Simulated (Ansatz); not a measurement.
Molecule: C$_{4}$H$_{8}$O, net charge 0, singlet state. 
Geometry from a B3LYP-D3(BJ)/def2-TZVP (Ansatz, an electronic-structure program) optimisation:
```xyz
13

C     -2.2944    -0.2512    -0.0681
C     -0.8848     0.3219    -0.1779
C      0.1826    -0.6725     0.2562
C      1.5963    -0.1668     0.1711
O      1.9164     0.9312    -0.2043
H     -2.4117    -1.1390    -0.6944
H     -3.0416     0.4783    -0.3841
H     -2.5264    -0.5400     0.9600
H     -0.7969     1.2255     0.4291
H     -0.6836     0.6339    -1.2050
H      0.0238    -1.0043     1.2911
H      0.1368    -1.5945    -0.3389
H      2.3708    -0.8981     0.4895
```
Charge 0, spin multiplicity 1.

Computed values are from Ansatz. Valence correlation only, unless marked. UHF or UKS for open shells. No spin-orbit coupling. Non-relativistic. Basis-set limits of correlation are two-point, X^-3; Hartree-Fock from the larger set. The bracket is a focal-point correction in the basis named.

Q: What is the atomisation energy De at RI-MP2/CBS(cc-pVTZ,cc-pVQZ)+[CCSD(T)-MP2]/cc-pVTZ?

A: 5295.5 kJ/mol.

Q: What is the dipole moment at CCSD(T)/aug-cc-pVDZ?

A: 2.56 D.

Q: What is the total energy at RI-MP2/CBS(cc-pVTZ,cc-pVQZ)+[CCSD(T)-MP2]/cc-pVTZ?

A: -232.1864 Eh.

Q: What is the T1 diagnostic at CCSD/cc-pVTZ?

A: 0.012.
